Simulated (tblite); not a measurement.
Compound: C5H13GeNSe.
SMILES with atom numbers: `[CH2:1]=[CH:2][Se:3][CH2:4][CH2:5][N:6]([CH3:7])[GeH3:8]` (hydrogens: H9, H10 on C1; H11 on C2; H12, H13 on C4; H14, H15 on C5; H16, H17, H18 on C7; H19, H20, H21 on Ge8)

Computed with GFN2-xTB (tblite), gas phase: L-BFGS steps from a force-field or distance-geometry start until the largest atomic force falls under 0.01 eV/Å.

Step 54: E = -688.5524 eV
```
atom  x, y, z in Å  |  force x, y, z in eV/Å
C1      3.5927    0.0587    0.7636   -0.028   0.000  -0.016
C2      3.6087    0.0182   -0.5573   -0.002   0.025  -0.013
Se3     2.1737   -0.2552   -1.7763    0.079   0.013   0.052
C4      0.6430   -0.7012   -0.6241    0.020   0.004   0.008
C5     -0.4437    0.3671   -0.6770    0.001   0.006   0.008
N6     -1.5681   -0.0011    0.1542   -0.026   0.040  -0.022
C7     -2.3881   -1.0492   -0.4200   -0.013   0.003   0.001
Ge8    -2.3598    1.2387    1.2303    0.000   0.018  -0.007
H9      4.5018    0.2243    1.3185   -0.037  -0.011  -0.012
H10     2.6980   -0.0673    1.3490   -0.010   0.010   0.012
H11     4.5294    0.1543   -1.1098   -0.016   0.011  -0.028
H12     1.0077   -0.8200    0.3946    0.023  -0.058  -0.004
H13     0.2755   -1.6613   -0.9878   -0.016   0.014   0.009
H14    -0.7473    0.5257   -1.7242    0.004  -0.014   0.013
H15    -0.0313    1.3096   -0.3037    0.023  -0.005  -0.007
H16    -1.8360   -1.9909   -0.4591   -0.034  -0.014  -0.004
H17    -2.7177   -0.8011   -1.4364   -0.011  -0.004   0.004
H18    -3.2708   -1.1956    0.2018    0.017  -0.009   0.012
H19    -3.3189    2.2073    0.5753    0.006  -0.006  -0.011
H20    -3.1178    0.4433    2.2434   -0.007  -0.016   0.007
H21    -1.2399    2.0126    1.8445    0.028  -0.005  -0.001
```

Step 55: E = -688.5531 eV
```
atom  x, y, z in Å  |  force x, y, z in eV/Å
C1      3.5873    0.0602    0.7646   -0.020   0.000  -0.012
C2      3.6030    0.0240   -0.5565    0.007   0.024   0.001
Se3     2.1716   -0.2570   -1.7753    0.076   0.012   0.028
C4      0.6433   -0.7048   -0.6234   -0.009   0.004   0.021
C5     -0.4430    0.3642   -0.6772    0.000   0.013   0.002
N6     -1.5709   -0.0004    0.1507   -0.010   0.038  -0.022
C7     -2.3904   -1.0494   -0.4231    0.007   0.018   0.011
Ge8    -2.3542    1.2401    1.2318    0.005   0.003  -0.024
H9      4.4968    0.2287    1.3178   -0.040  -0.008  -0.005
H10     2.6943   -0.0729    1.3511   -0.008   0.009   0.009
H11     4.5231    0.1676   -1.1076   -0.009   0.010  -0.034
H12     1.0073   -0.8239    0.3953    0.026  -0.060  -0.001
H13     0.2740   -1.6642   -0.9870   -0.012   0.008   0.006
H14    -0.7427    0.5224   -1.7256   -0.001  -0.009   0.014
H15    -0.0305    1.3062   -0.3027    0.025  -0.005  -0.012
H16    -1.8423   -1.9935   -0.4505   -0.026  -0.022  -0.004
H17    -2.7090   -0.8071   -1.4437   -0.020   0.001  -0.009
H18    -3.2784   -1.1872    0.1918   -0.002  -0.012   0.022
H19    -3.3151    2.2098    0.5811    0.006  -0.007  -0.006
H20    -3.1046    0.4438    2.2487   -0.021  -0.017   0.015
H21    -1.2285    2.0105    1.8394    0.028  -0.001   0.000
```

Question: Estimate the geometry and energy of step 56. (The exact step hangs on the optimiser's Hessian estimate; all steps are aligned on step 55, rigid shifts and turns removed.)

Answer: E = -688.5539 eV, largest force 0.060 eV/Å
```
atom  x, y, z in Å  |  force x, y, z in eV/Å
C1      3.5812    0.0618    0.7655   -0.006   0.002  -0.004
C2      3.5975    0.0305   -0.5557    0.015   0.021   0.014
Se3     2.1710   -0.2589   -1.7738    0.046   0.006  -0.004
C4      0.6438   -0.7085   -0.6224   -0.031   0.000   0.028
C5     -0.4419    0.3614   -0.6775    0.002   0.015  -0.003
N6     -1.5739    0.0015    0.1462    0.008   0.023  -0.018
C7     -2.3930   -1.0490   -0.4259    0.021   0.025   0.015
Ge8    -2.3485    1.2419    1.2330    0.008  -0.013  -0.029
H9      4.4911    0.2329    1.3168   -0.035  -0.002   0.010
H10     2.6903   -0.0782    1.3536   -0.004   0.008   0.000
H11     4.5167    0.1817   -1.1062   -0.001   0.011  -0.031
H12     1.0075   -0.8299    0.3961    0.025  -0.055   0.003
H13     0.2723   -1.6667   -0.9864   -0.007   0.000   0.000
H14    -0.7375    0.5182   -1.7271   -0.004   0.001   0.010
H15    -0.0287    1.3027   -0.3022    0.025  -0.002  -0.017
H16    -1.8500   -1.9964   -0.4415   -0.015  -0.020  -0.002
H17    -2.7011   -0.8133   -1.4510   -0.027   0.005  -0.013
H18    -3.2859   -1.1784    0.1828   -0.018  -0.009   0.027
H19    -3.3116    2.2125    0.5868    0.005  -0.006   0.000
H20    -3.0913    0.4429    2.2536   -0.029  -0.011   0.016
H21    -1.2169    2.0082    1.8348    0.025   0.001  -0.002
```

The energy changes by -0.0008 eV. The first-order estimate −F·Δx gives -0.0011 eV and the mean of the old and new forces, exact on a quadratic surface, -0.0008 eV. The step makes an angle of 80° with the force vector and moves no atom by more than 0.016 Å.

The cost below is that of the whole relaxation. Time: 5.6 s wall, 4.9 s CPU. Hardware: one thread of an Intel Xeon at 2.50 GHz, no GPU, on a shared host.
